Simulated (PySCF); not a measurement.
**Static response to an electric field**

Transoidal hexafluoroacetone imine, C3HF6N.
Cartesian coordinates in Å at the GFN2-xTB level; atoms count from 1:
```xyz
11
C3HF6N angstrom
N     -0.0435    1.4529   -0.9080
C      0.0215    0.3974   -0.2562
C      1.3844   -0.2589   -0.0374
F      2.3547    0.4132   -0.6401
F      1.6826   -0.3237    1.2635
F      1.4005   -1.5079   -0.5111
C     -1.1679   -0.3463    0.3810
F     -1.3277   -1.5678   -0.1279
F     -2.2971    0.3349    0.1469
F     -1.0402   -0.4649    1.7022
H     -0.9619    1.8737   -1.0388
```

Level: B3LYP/def2-SVPD (PySCF), static field, nuclei fixed, core orbitals frozen in the response. The polarisability tensor in these axes (au):

```
x   50.31 -1.56 -0.28
y   -1.56 51.77 -6.24
z   -0.28 -6.24 45.42
```

Problem. Diagonalise the tensor; give its mean and Δα, where Δα² is half the sum of the squared differences of the eigenvalues.

Solution. Principal values 41.47, 50.18 and 55.85 au; mean 49.17 au = 7.29 Å³ = 8.11 × 10⁻⁴⁰ C²·m²/J; Δα = 12.54 au (26 % of the mean).

Problem. What is the dipole moment, and where does it point?

Solution. (-1.51, 0.98, -0.40) D, 1.85 D in size, pointing from the negative to the positive side. Measured along this direction, the outermost atoms are F6 and F5 at the negative end and F9 and H11 at the positive end.

Problem. Along which axes do the principal values lie, and how far do the nuclei extend along each?

Solution. Largest value along (-0.21, 0.84, -0.50), where the nuclei span 3.61 Å; middle along (0.97, 0.12, -0.21), 4.69 Å; least along (0.12, 0.53, 0.84), 2.19 Å. The strongest response doesn't lie along the longest of the three spans.

Problem. Estimate the molar refractivity from the static electronic polarisability.

Solution. Lorentz–Lorenz: R = (4π/3)N_A α = 2.5225 cm³/(mol·Å³) × 7.29 Å³ = 18.4 cm³/mol, in the limit of long wavelengths.

Problem. Refractivity n − 1 of an ideal gas of it at 273.15 K and 1 atm, from the electronic α?

Solution. N = p/kT = 2.6868 × 10¹⁹ cm⁻³, so n − 1 = 2π × N × 7.29 × 10⁻²⁴ cm³ = 1230 × 10⁻⁶ at long wavelengths.

Problem. How large is μ²/3kT at 350 K beside α?

Solution. In Gaussian units μ²/3kT = 23.48 Å³ against 7.29 Å³, a ratio of 3.22; the Debye molar polarisation (4π/3)N_A(α + μ²/3kT) is 77.6 cm³/mol, leaving out the vibrational part.

Isolated species at its GFN2-xTB geometry, gas phase.
